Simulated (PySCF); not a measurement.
C3H7NSi2, SMILES [SiH2]1[SiH2]C(N=C1)=C.

Geometry: r2SCAN-D4/def2-SVP. This is a generated structure with no PubChem entry under its InChIKey; it may be hypothetical.

Method: r2SCAN-D4/def2-SVP (PySCF).

Frequencies are harmonic and unscaled.

Computed normal modes with their intensities:
| mode | ν (cm⁻¹) | IR (km/mol) | moving atoms (share of kinetic energy) |
|---|---|---|---|
| 1 | 36 | 0.9 | C 31 %, Si 30 %, H 29 %, N 11 % |
| 2 | 263 | 6.3 | C 49 %, H 33 %, N 18 % |
| 3 | 310 | 0.4 | C 42 %, H 31 %, Si 19 % |
| 4 | 330 | 13.0 | H 90 % |
| 5 | 343 | 5.2 | Si 62 %, C 28 % |
| 6 | 418 | 0.6 | H 59 %, C 25 %, N 15 % |
| 7 | 451 | 0.5 | Si 82 %, H 14 % |
| 8 | 540 | 0.3 | H 69 %, Si 24 % |
| 9 | 550 | 22.3 | Si 41 %, N 32 %, C 22 % |
| 10 | 612 | 17.8 | H 55 %, C 34 % |
| 11 | 634 | 41.7 | H 44 %, C 41 %, N 10 % |
| 12 | 641 | 5.0 | H 92 % |
| 13 | 684 | 68.3 | H 67 %, Si 20 %, C 13 % |
| 14 | 685 | 18.2 | H 83 %, C 13 % |
| 15 | 765 | 7.4 | H 65 %, C 21 %, N 13 % |
| 16 | 809 | 10.4 | H 43 %, C 34 %, Si 12 %, N 11 % |
| 17 | 882 | 6.6 | H 77 %, C 21 % |
| 18 | 914 | 32.4 | H 61 %, C 20 %, N 17 % |
| 19 | 917 | 60.9 | H 81 %, C 9 % |
| 20 | 932 | 74.3 | H 92 % |
| 21 | 936 | 32.8 | H 70 %, C 30 % |
| 22 | 1165 | 12.3 | C 58 %, H 35 % |
| 23 | 1322 | 37.0 | H 74 %, C 15 %, N 11 % |
| 24 | 1382 | 13.2 | H 83 %, C 16 % |
| 25 | 1603 | 25.2 | C 51 %, N 47 % |
| 26 | 1655 | 0.9 | C 87 %, H 10 % |
| 27 | 2210 | 102.6 | H 98 % |
| 28 | 2215 | 27.7 | H 96 % |
| 29 | 2219 | 59.5 | H 98 % |
| 30 | 2226 | 128.9 | H 96 % |
| 31 | 3078 | 21.3 | H 92 %, C 8 % |
| 32 | 3134 | 6.4 | H 95 % |
| 33 | 3249 | 1.4 | H 89 %, C 11 % |
